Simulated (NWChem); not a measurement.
Species: C₂H₆OSi; SMILES C(C[SiH3])=O

```xyz
10

O     -0.4665     2.1116    -0.2183
C      0.1600     1.2862     0.3912
C      0.8021     0.0805    -0.2172
Si    -0.2492    -1.4904     0.0030
H      0.2802     1.3675     1.5049
H      1.7740    -0.1193     0.2645
H      0.9469     0.2448    -1.2967
H     -1.5448    -1.3444    -0.7205
H     -0.5173    -1.7221     1.4545
H      0.5083    -2.6534    -0.5463
```
Atoms are numbered in this order, from 1.

Program: NWChem. Medium grid unless said otherwise, to which SCAN and Minnesota functionals are sensitive. All runs use the structure optimised with PBE0/def2-SVP. Total energies of different functionals are on different scales.

```tsv
level	energy (Ha)	highest occupied level (eV)	orbital gap (eV)	dipole (D)
PBE/def2-SVP	-443.9719	-5.69	3.91	2.39
B3LYP/def2-SVP	-444.3379	-7.07	6.20	2.54
PBE0/def2-SVP	-444.0132	-7.36	6.70	2.59
M06-2X/def2-SVP	-444.2182	-8.93	9.37	2.65
BLYP/def2-SVP	-444.2486	___	___	2.36
CAM-B3LYP/def2-SVP	-444.2435	-8.76	9.39	2.59
```

**Question.** Complete the blanks.

**Answer.** 
- BLYP/def2-SVP, highest occupied level (eV): -5.57
- BLYP/def2-SVP, orbital gap (eV): 3.97
